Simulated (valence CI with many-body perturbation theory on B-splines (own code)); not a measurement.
## Au XXXVIII in brief

Level of theory: relativistic CI+MBPT: six valence electrons over a frozen Dirac-Fock core [Kr], radial functions for each j: 7 s, 7 p, 8 d, 6 f, 4 g, 1 h, with the one-electron correlation potential Σ1 (screened to all orders), the two-electron term Σ2, the three-electron term Σ3, Breit, model QED; selected single and double excitations, second order for the rest, scaled by the run's own slope (own B-spline code, finite nucleus).

The last digits are not significant, and no measured levels were compared; by estimate large intervals hold to a few tenths of a per cent, small ones and those within an open d or f shell to about a per cent. Core correlation moves these levels by up to 9800 cm⁻¹, and in measured spectra 5 to 20 % of such shifts remained as error; rates that hang on mixing are uncertain with them. Among the levels kept, up to 730 cm⁻¹ of a level comes from second order outside the variational space, and about a tenth of that is noise between levels of different J, which matters for small intervals. Only levels of the ground parity were solved; by the run's estimate the other parity begins above the list, which can be wrong where configurations are misplaced.

Levels are named by their leading jj configuration (3d3/2^4 stands for four electrons in 3d with j = 3/2), which in mixed levels can hold well under half, so a name can repeat and another be missing.

Rates and lifetimes use the calculated energies. Strong lines usually hold to 10 to 20 %, long lifetimes can be off by a factor of two.

(1) What is the ground level?

(2) How well does LS coupling describe the low levels?

(3) What is the ionisation energy?

(4) Name the longest-lived excited levels whose lifetime is computed, and their main decay.

Results:

(1) (4d3/2^4 4d5/2^2) J=4, composition 40 % 4d6 3F + 32 % 4d6 5D + 13 % 4d6 1G, g = 1.256.

(2) Among the lowest 20 levels the leading LS term, summed over configurations, holds 51 % on average. For single configurations the figures are 50 % in LS and 96 % in jj coupling. Terms mix most in the J = 3 level at 401370 cm⁻¹, where the leading one holds 29 %.

(3) 1703 eV; NIST lists 1702 ± 4 eV (theoretical).

(4) (4d3/2^4 4d5/2^2) J=2 at 24005 cm⁻¹ lives 244 s, mostly by E2 to (4d3/2^4 4d5/2^2) J=4; (4d3/2^4 4d5/2^2) J=0 at 81765 cm⁻¹ lives 853 ms, mostly by E2 to (4d3/2^4 4d5/2^2) J=2; (4d3/2^3 4d5/2^3) J=6 at 211180 cm⁻¹ lives 197 ms, mostly by E2 to (4d3/2^4 4d5/2^2) J=4.
